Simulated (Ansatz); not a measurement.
Cost and result for the atomization energy of C2H3FSSi (`FC1=CS[SiH2]1`) (8 atoms, 8 bonds).

Total charge 0; spin multiplicity 1. The structure was optimised at the PBE0-D4/def2-TZVP level. Program: Ansatz. All runs use 2 threads of an Arm Neoverse V1 on a shared host. Times are those of one run each, without the atoms' runs, and a repeat can differ threefold. Electronic energies, without spin–orbit coupling; frozen cores. CCSD(T)/CBS adds CCSD(T) − MP2 in def2-TZVPP to the MP2 limit, and its time is that of the two runs behind it. T1 = 0.014.

CCSD(T)/CBS is a level of theory with its own doubt, some kJ/mol a heavy atom from the limit and from the frozen cores, so smaller differences don't rank the functionals.

| level | functions | wall time |
| --- | --- | --- |
| LDA (SPW92)/def2-TZVPP | 219 | 2 s |
| revPBE-D4/def2-TZVPP | 219 | 3.2 s |
| BLYP-D4/def2-TZVPP | 219 | 3.5 s |
| PBE-D4/def2-TZVPP (with forces) | 219 | 4 s |
| CCSD(T)/def2-SVP | 93 | 5 s |
| CAM-B3LYP-D4/def2-TZVPP | 219 | 6 s |
| r2SCAN-D4/def2-TZVPP (with forces) | 219 | 8.5 s |
| r2SCANh-D4/def2-TZVPP | 219 | 9 s |
| B2PLYP/def2-TZVPP | 219 | 9 s |
| B97M-V/def2-TZVPP | 219 | 14 s |
| MP2/def2-QZVPP | 401 | 37 s |
| CCSD(T)/def2-TZVPP | 219 | 2.3 min |
| CCSD(T)/CBS(def2) | – | 3 min |

(1) What atomization energy does each give, and how far from CCSD(T)/CBS? (An estimate is asked.)

Results:

(1) Computed: 
```tsv
level	atomization (kJ/mol)	difference from CCSD(T)/CBS	per bond
LDA (SPW92)/def2-TZVPP	3533.4	530.1	66.3
revPBE-D4/def2-TZVPP	3027.4	24.1	3.0
BLYP-D4/def2-TZVPP	3003.4	0.1	0.0
PBE-D4/def2-TZVPP (with forces)	3114.8	111.5	13.9
CCSD(T)/def2-SVP	2795.5	-207.8	-26.0
CAM-B3LYP-D4/def2-TZVPP	3001.5	-1.8	-0.2
r2SCAN-D4/def2-TZVPP (with forces)	3030.2	26.9	3.4
r2SCANh-D4/def2-TZVPP	3002.2	-1.1	-0.1
B2PLYP/def2-TZVPP	2962.5	-40.8	-5.1
B97M-V/def2-TZVPP	3032.7	29.4	3.7
MP2/def2-QZVPP	3052.2	48.9	6.1
CCSD(T)/def2-TZVPP	2907.3	-96.0	-12.0
CCSD(T)/CBS(def2)	3003.3	0.0	0.0
```

From PBE to PBE0 (25 % exact exchange), in def2-TZVPP and without D4, the atomization energy moves by −75.8 kJ/mol: exact exchange takes away binding that semilocal exchange gives to molecules. Leaving LDA and LC-ωPBE aside and taking each functional with its dispersion term where it has one, the values, not all of them listed here, spread over 235.9 kJ/mol, from BHLYP-D4 to PBE-D4. LDA lies +439.4 kJ/mol from PBE without D4, its usual overbinding. At CCSD(T), def2-SVP lies −207.7 kJ/mol from the extrapolated value and def2-TZVPP −96.0 kJ/mol: correlation converges slowly with the basis, and small sets miss more of it in the bonded molecule than in its fragments.
